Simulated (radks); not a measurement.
Values are calculated unless marked as measured or tabulated.
Trend from Li to Ne: ionisation energy by Delta-SCF between NIST ground configurations, and size. Code: a radial shooting solver on a logarithmic mesh with Libxc functionals. Model: scalar-relativistic Kohn-Sham, r2SCAN, spin-polarised, spherical densities, finite nucleus; open shells are filled with parallel spins first; meta-GGA in the generalised Kohn-Sham scheme; Fermi nuclear charge, rms radius of each element as measured or else 0.836 A^(1/3) + 0.57 fm.

[
 {"species": "Li", "configuration": "[He] 2s1", "configuration of the ion": "[He]", "IE (eV)": "5.395", "NIST (eV)": "5.392", "kind": "exp.", "-e(HOMO) (eV)": "3.265 (2s)", "r at 0.001 e/bohr^3 (bohr)": "4.18"},
 {"species": "Be", "configuration": "[He] 2s2", "configuration of the ion": "[He] 2s1", "IE (eV)": "8.792", "NIST (eV)": "9.323", "kind": "exp.", "-e(HOMO) (eV)": "5.747 (2s)", "r at 0.001 e/bohr^3 (bohr)": "4.15"},
 {"species": "B", "configuration": "[He] 2s2 2p1", "configuration of the ion": "[He] 2s2", "IE (eV)": "8.306", "NIST (eV)": "8.298", "kind": "exp.", "-e(HOMO) (eV)": "4.029 (2p)", "r at 0.001 e/bohr^3 (bohr)": "3.90"},
 {"species": "C", "configuration": "[He] 2s2 2p2", "configuration of the ion": "[He] 2s2 2p1", "IE (eV)": "11.865", "NIST (eV)": "11.260", "kind": "exp.", "-e(HOMO) (eV)": "6.382 (2p)", "r at 0.001 e/bohr^3 (bohr)": "3.63"},
 {"species": "N", "configuration": "[He] 2s2 2p3", "configuration of the ion": "[He] 2s2 2p2", "IE (eV)": "15.470", "NIST (eV)": "14.534", "kind": "exp.", "-e(HOMO) (eV)": "8.890 (2p)", "r at 0.001 e/bohr^3 (bohr)": "3.38"},
 {"species": "O", "configuration": "[He] 2s2 2p4", "configuration of the ion": "[He] 2s2 2p3", "IE (eV)": "12.886", "NIST (eV)": "13.618", "kind": "exp.", "-e(HOMO) (eV)": "6.785 (2p)", "r at 0.001 e/bohr^3 (bohr)": "3.25"},
 {"species": "F", "configuration": "[He] 2s2 2p5", "configuration of the ion": "[He] 2s2 2p4", "IE (eV)": "17.751", "NIST (eV)": "17.423", "kind": "exp.", "-e(HOMO) (eV)": "10.357 (2p)", "r at 0.001 e/bohr^3 (bohr)": "3.09"},
 {"species": "Ne", "configuration": "[Ne]", "configuration of the ion": "[He] 2s2 2p5", "IE (eV)": "22.487", "NIST (eV)": "21.565", "kind": "exp.", "-e(HOMO) (eV)": "13.968 (2p)", "r at 0.001 e/bohr^3 (bohr)": "2.94"}
]

Reference values: NIST Atomic Spectra Database (exp. = measured, semi-emp. = semi-empirical, theory = theoretical value adopted there). Open shells are spherical and high-spin; term and fine-structure splittings are not resolved.
